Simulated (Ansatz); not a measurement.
ISn (SMILES [Sn][I]), doublet, geometry from GFN2-xTB (such geometries of metal compounds can be far from the true shape) (the spin is typed, not shown lowest) (core potentials on I, Sn); BHLYP/def2-SVPD run with Ansatz (a quantum-chemistry and plane-wave program).

The Ansatz input:
Ansatz 0.2 input:
```yaml
crystal:
  periodic: [false, false, false]
  atoms:
    - {symbol: Sn, position_ang: [-0.00000000, -0.00000000, -1.39442545]}
    - {symbol: I, position_ang: [0.00000000, 0.00000000, 1.31549570]}
basis:
  gaussian:
    orbitals: def2-SVPD
hamiltonian:
  xc: {name: BHLYP}
magnetization: {spin_polarized: true, initial_magnetization: 1}
accuracy: high
```

It wrote (shortened):

```
Functional definition: BHLYP
1535 factors; integrals over basis functions are off by at most 3.1e-9 eV
mean field evaluation 1: about -13929.4763 eV, gradient 6.8e0 eV
mean field evaluation 2: about -13929.4669 eV, gradient 7.9e0 eV
mean field evaluation 4: about -13929.9289 eV, gradient 4.7e-1 eV
mean field evaluation 8: about -13929.9802 eV, gradient 2.2e-2 eV
mean field evaluation 16: about -13929.9803 eV, gradient 3.8e-5 eV
mean field -13929.98025404 eV, -511.9173322561 hartree, gradient 2.6e-8 eV, S^2 0.754345; 0 other end points of the search recorded, 0 dependent functions left out
reference -13929.98027278 eV, -511.9173329449 hartree; 24, 23 occupied and 43, 44 virtual orbitals, 1535 factors
Total energy: -13929.98027278 eV, -511.9173329449 hartree
```
